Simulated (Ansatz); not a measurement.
Basis sets compared for BeS2⁻. Total charge -1; doublet. Geometry PBE0-D4/def2-TZVPD. Ansatz on 4 threads of Arm Neoverse V2 on a shared host; times are rough, and most runs start from earlier orbitals.

Cartesian coordinates in Å:
```
Be 0.000 0.000 0.000
S -1.345 -1.166 0.565
S 1.345 1.166 -0.565
```

At PBE-D4/def2-SVPD, PBE-D4/def2-TZVPD the gap within one spin of the charge -1 doublet nearly closes, so an electron or hole may be smeared out by delocalisation error. The structure comes from a short search, and lower isomers may exist.

| level | functions | energy (Eh) | HOMO (eV) | LUMO (eV) | wall time |
| --- | --- | --- | --- | --- | --- |
| PBE-D4/def2-SVPD | 66 | -810.6351 | -0.74 | -0.69 | 2 s |
| PBE0-D4/def2-SVPD | 66 | -810.6981 | -1.84 | -0.02 | 3.3 s |

**Question.** Estimate the rows for PBE-D4/def2-TZVPD, PBE0-D4/def2-TZVPD.

**Answer.** 
| level | functions | energy (Eh) | HOMO (eV) | LUMO (eV) | wall time |
| --- | --- | --- | --- | --- | --- |
| PBE-D4/def2-TZVPD | 114 | -810.9135 | -0.71 | -0.61 | 2.9 s |
| PBE0-D4/def2-TZVPD | 114 | -810.9743 | -1.82 | 0.07 | 6.5 s |
